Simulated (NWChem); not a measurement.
Everything below was run with NWChem. System: C$_{3}$H$_{3}$F$_{3}$, charge 0, spin multiplicity 1, at a geometry optimised with PBE/def2-SVP. The structure started from a generated list of species. Level: MP2/def2-SVP, 6 core orbitals frozen.

Job file:

```
start mol
memory heap 200 mb stack 800 mb global 1000 mb
geometry units angstroms nocenter noautoz
  C      0.569007     1.845044     0.000000
  C     -0.251053     0.604007     0.000000
  F     -1.592446     0.780628     0.000000
  C      0.218599    -0.659159     0.000000
  F      1.516220    -0.955217     0.000000
  F     -0.540889    -1.744545     0.000000
  H      1.647864     1.605228     0.000000
  H      0.343419     2.463811    -0.894515
  H      0.343419     2.463811     0.894515
  symmetry group Cs
end
basis spherical
  * library def2-svp
end
scf
  rhf
  nopen 0
  maxiter 100
  thresh 1e-7
  semidirect memsize 60000000 filesize 0
end
mp2
  freeze core 6
end
task mp2 energy
```

NWChem printed:

```
             Northwest Computational Chemistry Package (NWChem) 7.3.0
             --------------------------------------------------------

                                NWChem Input Module
                                -------------------

 Scaling coordinates for geometry "geometry" by  1.889725989
 (inverse scale =  0.529177249)

 Turning off AUTOSYM since
 SYMMETRY directive was detected!

                             Geometry "geometry" -> ""
                             -------------------------

 Output coordinates in angstroms (scale by  1.889725989 to convert to a.u.)

  No.       Tag          Charge          X              Y              Z
 ---- ---------------- ---------- -------------- -------------- --------------
    1 C                    6.0000     0.56900700     1.84504400     0.00000000
    2 C                    6.0000    -0.25105300     0.60400700     0.00000000
    3 F                    9.0000    -1.59244600     0.78062800     0.00000000
    4 C                    6.0000     0.21859900    -0.65915900     0.00000000
    5 F                    9.0000     1.51622000    -0.95521700     0.00000000
    6 F                    9.0000    -0.54088900    -1.74454500     0.00000000
    7 H                    1.0000     1.64786400     1.60522800     0.00000000
    8 H                    1.0000     0.34341900     2.46381100    -0.89451500
    9 H                    1.0000     0.34341900     2.46381100     0.89451500

 Effective nuclear repulsion energy (a.u.)     241.2377948327

            Nuclear Dipole moment (a.u.)
            ----------------------------
        X                 Y               Z
 ---------------- ---------------- ----------------
    -0.0000283459    -0.0000075589     0.0000000000

      Symmetry information
      --------------------

 Group name             Cs
 Group number              2
 Group order               2
 No. of unique centers     8

      Symmetry unique atoms

     1    2    3    4    5    6    7    8


 Summary of "ao basis" -> "" (spherical)
 ------------------------------------------------------------------------------
       Tag                 Description            Shells   Functions and Types
 ---------------- ------------------------------  ------  ---------------------
 *                          def2-svp                  on all atoms

 Summary of "ao basis" -> "ao basis" (spherical)
 ------------------------------------------------------------------------------
       Tag                 Description            Shells   Functions and Types
 ---------------- ------------------------------  ------  ---------------------
 C                          def2-svp                 6       14   3s2p1d
 F                          def2-svp                 6       14   3s2p1d
 H                          def2-svp                 3        5   2s1p

                                 NWChem SCF Module
                                 -----------------

  ao basis        = "ao basis"
  functions       =    99
  atoms           =     9
  closed shells   =    24
  open shells     =     0
  charge          =   0.00
  wavefunction    = RHF
  use symmetry    = T
  symmetry adapt  = T

 Summary of "ao basis" -> "ao basis" (spherical)
 ------------------------------------------------------------------------------
       Tag                 Description            Shells   Functions and Types
 ---------------- ------------------------------  ------  ---------------------
 C                          def2-svp                 6       14   3s2p1d
 F                          def2-svp                 6       14   3s2p1d
 H                          def2-svp                 3        5   2s1p

      Symmetry analysis of basis
      --------------------------

        a'         69
        a"         30

 Forming initial guess at       0.1s

      Superposition of Atomic Density Guess
      -------------------------------------

 Sum of atomic energies:        -412.24980271

      Non-variational initial energy
      ------------------------------

 Total energy =    -414.642361
 1-e energy   =   -1049.943097
 2-e energy   =     394.062941
 HOMO         =      -0.203937
 LUMO         =       0.120216

      Symmetry analysis of molecular orbitals - initial
      -------------------------------------------------

  Numbering of irreducible representations:

     1 a'          2 a"

  Orbital symmetries:

     1 a'          2 a'          3 a'          4 a'          5 a'
     6 a'          7 a'          8 a'          9 a'         10 a'
    11 a'         12 a'         13 a'         14 a'         15 a"
    16 a"         17 a'         18 a"         19 a'         20 a'
    21 a"         22 a'         23 a'         24 a"         25 a"
    26 a'         27 a'         28 a'         29 a"         30 a'
    31 a'         32 a'         33 a'         34 a"

 Starting SCF solution at       1.0s

 ----------------------------------------------
         Quadratically convergent ROHF

 Convergence threshold     :          1.000E-07
 Maximum no. of iterations :          100
 Final Fock-matrix accuracy:          1.000E-09
 ----------------------------------------------

              iter       energy          gnorm     gmax       time
             ----- ------------------- --------- --------- --------
                 1     -413.1802039457  1.36D+00  2.14D-01      1.1
                 2     -413.2763144892  3.77D-01  6.46D-02      1.3
                 3     -413.2881168263  2.54D-02  5.26D-03      1.5
                 4     -413.2882029231  2.96D-04  8.84D-05      1.8
                 5     -413.2882029367  8.71D-08  1.63D-08      2.3
[...]
         Total SCF energy =   -413.288202936675
      One-electron energy =  -1051.351480728003
      Two-electron energy =    396.825482958607
 Nuclear repulsion energy =    241.237794832720

        Time for solution =      1.3s

       Symmetry analysis of molecular orbitals - final
       -----------------------------------------------

  Numbering of irreducible representations:

     1 a'          2 a"

  Orbital symmetries:

     1 a'          2 a'          3 a'          4 a'          5 a'
     6 a'          7 a'          8 a'          9 a'         10 a'
    11 a'         12 a'         13 a'         14 a'         15 a"
    16 a"         17 a'         18 a"         19 a'         20 a'
    21 a"         22 a'         23 a'         24 a"         25 a"
    26 a'         27 a'         28 a"         29 a'         30 a'
    31 a'         32 a'         33 a'         34 a"

             Final eigenvalues
             -----------------

              1
    1  -26.3468
    2  -26.3413
    3  -26.3127
    4  -11.4325
    5  -11.3528
    6  -11.2689
    7   -1.6798
    8   -1.6192
    9   -1.6087
   10   -1.0906
   11   -0.9752
   12   -0.8680
   13   -0.8080
   14   -0.7872
   15   -0.7712
   16   -0.7050
   17   -0.7036
   18   -0.6964
   19   -0.6864
   20   -0.6702
   21   -0.5892
   22   -0.5828
   23   -0.5768
   24   -0.3770
   25    0.1715
   26    0.1788
   27    0.2335
   28    0.2585
   29    0.2794
   30    0.3114
   31    0.3713
   32    0.4733
   33    0.5456
   34    0.5977

                       ROHF Final Molecular Orbital Analysis
                       -------------------------------------

 Vector   22  Occ=2.000000D+00  E=-5.828033D-01  Symmetry=a'
              MO Center= -5.9D-02,  1.2D+00, -1.2D-15, r^2= 2.5D+00
   Bfn.  Coefficient  Atom+Function         Bfn.  Coefficient  Atom+Function
  ----- ------------  ---------------      ----- ------------  ---------------
     5      0.362546  1 C  py                19     -0.309143  2 C  py
    33     -0.290319  3 F  py                36      0.220631  3 F  py
    47      0.182815  4 C  py                90      0.173187  8 H  s
    95      0.173187  9 H  s                  8      0.171718  1 C  py
    75      0.158420  6 F  py

 Vector   23  Occ=2.000000D+00  E=-5.768169D-01  Symmetry=a'
              MO Center=  5.8D-01,  1.6D+00, -9.3D-16, r^2= 2.0D+00
   Bfn.  Coefficient  Atom+Function         Bfn.  Coefficient  Atom+Function
  ----- ------------  ---------------      ----- ------------  ---------------
     4      0.401835  1 C  px                85      0.369760  7 H  s
    33     -0.213220  3 F  py                 7      0.171444  1 C  px
    36      0.163158  3 F  py                32     -0.160287  3 F  px

 Vector   24  Occ=2.000000D+00  E=-3.770342D-01  Symmetry=a"
              MO Center= -2.1D-02,  7.8D-02, -9.4D-17, r^2= 2.2D+00
   Bfn.  Coefficient  Atom+Function         Bfn.  Coefficient  Atom+Function
  ----- ------------  ---------------      ----- ------------  ---------------
    48      0.407906  4 C  pz                20      0.394917  2 C  pz
    23      0.297845  2 C  pz                51      0.240068  4 C  pz
    34      0.194196  3 F  pz                76      0.189268  6 F  pz
    62      0.186689  5 F  pz                37     -0.184728  3 F  pz
    79     -0.173878  6 F  pz                65     -0.169584  5 F  pz

 Vector   25  Occ=0.000000D+00  E= 1.714780D-01  Symmetry=a"
              MO Center=  8.8D-02,  4.1D-01,  2.2D-14, r^2= 3.3D+00
   Bfn.  Coefficient  Atom+Function         Bfn.  Coefficient  Atom+Function
  ----- ------------  ---------------      ----- ------------  ---------------
    91      0.645430  8 H  s                 96     -0.645430  9 H  s
    51     -0.625840  4 C  pz                23      0.575182  2 C  pz
    48     -0.465470  4 C  pz                 9      0.398893  1 C  pz
    20      0.397872  2 C  pz                79      0.175940  6 F  pz
    65      0.170879  5 F  pz                76     -0.152058  6 F  pz

 Vector   26  Occ=0.000000D+00  E= 1.788319D-01  Symmetry=a'
              MO Center=  7.2D-01,  2.4D+00, -1.2D-14, r^2= 4.8D+00
   Bfn.  Coefficient  Atom+Function         Bfn.  Coefficient  Atom+Function
  ----- ------------  ---------------      ----- ------------  ---------------
     3      3.383520  1 C  s                 91     -1.398588  8 H  s
    96     -1.398588  9 H  s                 86     -1.143034  7 H  s
    17     -0.768393  2 C  s                 22     -0.381290  2 C  py
     8      0.276909  1 C  py                45     -0.176312  4 C  s

 Vector   27  Occ=0.000000D+00  E= 2.335297D-01  Symmetry=a'
              MO Center=  1.0D+00,  1.4D+00, -1.8D-14, r^2= 4.5D+00
   Bfn.  Coefficient  Atom+Function         Bfn.  Coefficient  Atom+Function
  ----- ------------  ---------------      ----- ------------  ---------------
    86      1.810347  7 H  s                  7     -0.959614  1 C  px
    91     -0.770567  8 H  s                 96     -0.770567  9 H  s
     8      0.546843  1 C  py                45      0.289972  4 C  s
    73     -0.290607  6 F  s                 31     -0.249106  3 F  s
     4     -0.228030  1 C  px                50     -0.223126  4 C  py

 center of mass
 --------------
 x =  -0.05771578 y =  -0.16527560 z =   0.00000000

 moments of inertia (a.u.)
 ------------------
         545.964378737687          71.569707779726           0.000000000000
          71.569707779726         382.548376365777           0.000000000000
           0.000000000000           0.000000000000         916.993668451109

  Mulliken analysis of the total density
  --------------------------------------

    Atom       Charge   Shell Charges
 -----------   ------   -------------------------------------------------------
    1 C    6     6.01   1.99  0.86  0.18  2.05  0.89  0.04
    2 C    6     5.90   1.99  0.88  0.26  1.95  0.73  0.09
    3 F    9     9.33   1.99  1.12  0.82  3.33  2.06  0.01
    4 C    6     5.40   1.99  0.87  0.08  1.86  0.47  0.14
    5 F    9     9.29   1.99  1.13  0.80  3.33  2.03  0.01
    6 F    9     9.28   1.99  1.13  0.80  3.33  2.02  0.01
    7 H    1     0.93   0.74  0.16  0.03
    8 H    1     0.93   0.74  0.16  0.03
    9 H    1     0.93   0.74  0.16  0.03

       Multipole analysis of the density wrt the origin
       ------------------------------------------------

     L   x y z        total         open         nuclear
     -   - - -        -----         ----         -------
     0   0 0 0     -0.000000      0.000000     48.000000

     1   1 0 0      0.527391      0.000000     -0.000028
     1   0 1 0      0.728637      0.000000     -0.000008
     1   0 0 1     -0.000000      0.000000      0.000000

     2   2 0 0    -27.152158      0.000000    184.642366
     2   1 1 0      1.373279      0.000000    -24.527063
     2   1 0 1     -0.000000      0.000000      0.000000
     2   0 2 0    -23.779670      0.000000    289.348387
     2   0 1 1     -0.000000      0.000000      0.000000
     2   0 0 2    -23.796809      0.000000      5.714825

                   NWChem MP2 Semi-direct Energy/Gradient Module
                   ---------------------------------------------

  Basis functions       =     99
  Molecular orbitals    =     99
  Frozen core           =      6
  Frozen virtuals       =      0
  Active alpha occupied =     18
  Active beta occupied  =     18
  Active alpha virtual  =     75
  Active beta virtual   =     75
  Use MO symmetry       = T
  Use skeleton AO sym   = T

  AO/Fock/Back tols     =   1.0D-09  1.0D-09  1.0D-09

 GA uses MA = F    GA memory limited = T

 Available:
  local mem=  1.15D+08
 global mem=  1.31D+08
 local disk=  0.00D+00
  mp2_memr nvloc                    75
  nvloc new                    75
   1 passes of  18:        3145728                      54419                  21493447.
   1 passes of  18: M    114672057           G      131052398           F     111526329.

 Semi-direct pass number   1 of   1  for RHF alpha+beta  at        2.4s
  vrange nnbf                  4679
  mp2_eaftype                    81  avail_ma_in_mb                   999
 EAF : mp2_eaftype filesize          81   10746723.
  mp2_eaf for mointskh                     81
Node 0 wrote     50.5 Mb in      0.0 s     Agg I/O rate:  1773.2 Mb/s
 Done moints_semi at        5.9s
  mp2_eaftype                    81  avail_ma_in_mb                   918
 EAF : mp2_eaftype filesize          81   10746723.
  mp2_eaf for kh                    81
 Done maket at        6.4s
 Done multipass loop at        6.4s

          -------------------------------------------
          SCF energy                -413.288202936675
          Correlation energy          -0.948514011438
          Singlet pairs               -0.572538890852
          Triplet pairs               -0.375975120586
          Total MP2 energy          -414.236716948113
          -------------------------------------------

          ---------------------------------------------------
                    Spin Component Scaled (SCS) MP2
          Same spin pairs                     -0.250650080391
          Same spin scaling factor             0.333333333333
          Opposite spin pairs                 -0.697863931047
          Opposite spin scaling fact.          1.200000000000
          SCS-MP2 correlation energy          -0.920986744054
          Total SCS-MP2 energy              -414.209189680729
          ---------------------------------------------------

 -----------------------
 Performance information
 -----------------------

 Timer overhead =  2.35D-07 seconds/call

               Nr. of calls         CPU time (s)                 Wall time (s)                GFlops
             ---------------    -------------------     ------------------------------   -------------------
Name         Min   Avg   Max    Min     Avg     Max     Min     Avg     Max   Mx/calls   Min     Max     Sum
mp2: moin     1     1     1    3.6     3.6     3.6      3.6     3.6     3.6     3.6      0.0     0.0     0.0
mp2: make     1     1     1   0.43    0.43    0.43     0.43    0.43    0.43    0.43      0.0     0.0     0.0
mp2: tota     1     1     1    4.0     4.0     4.0      4.0     4.0     4.0     4.0      0.0     0.0     0.0

 The average no. of pstat calls per process was 3.00D+00
 with a timing overhead of 7.06D-07s

 Task  times  cpu:        6.3s     wall:        6.3s

 Total times  cpu:        6.4s     wall:        6.4s
```
